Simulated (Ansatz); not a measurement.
Coupled-cluster diagnostics for In₂Sn (the lowest singlet isomer of a short search), Ansatz.

Geometry of the singlet (PBE0-D4/def2-SVP):

```csv
atom,x (Å),y (Å),z (Å)
In1,-1.462,-1.081,1.583
In2,1.573,-0.162,-1.819
Sn3,-0.112,1.243,0.236
```

In the def2 sets In, Sn take a core potential; there is no spin–orbit coupling. Correlated methods freeze 12 core orbitals; core or outer-core shells of In, Sn are correlated, in sets that lack core-valence functions. At PBE0-D4/def2-TZVP a triplet of charge 0 lies 0.56 eV below the restricted singlet, each at its own geometry. The structure comes from a short search, and lower isomers may exist.

(1) Estimate the CCSD(T) correlation energy, the shares of MP2 and (T), T1 and the reference's ⟨S²⟩ for: charge 0, singlet, own geometry in def2-TZVPP; and the rough time on 4 threads of Arm Neoverse V2 on a shared host.

Results:

(1) 
```json
{"state": "charge 0, singlet, own geometry", "basis": "def2-TZVPP", "correlation (eV)": "-22.946", "MP2 share (%)": "98.7", "(T) share (%)": "3.4", "T1": "0.019", "⟨S²⟩ (pure)": "0.00 (0.00)", "wall time": "1.8 min", "remarks": "restricted SCF unstable"}
```
Customary marks for T1 are 0.02 (closed shells), 0.045 (open shells) and about 0.05 (3d metals). T1 stays under 0.02 throughout.
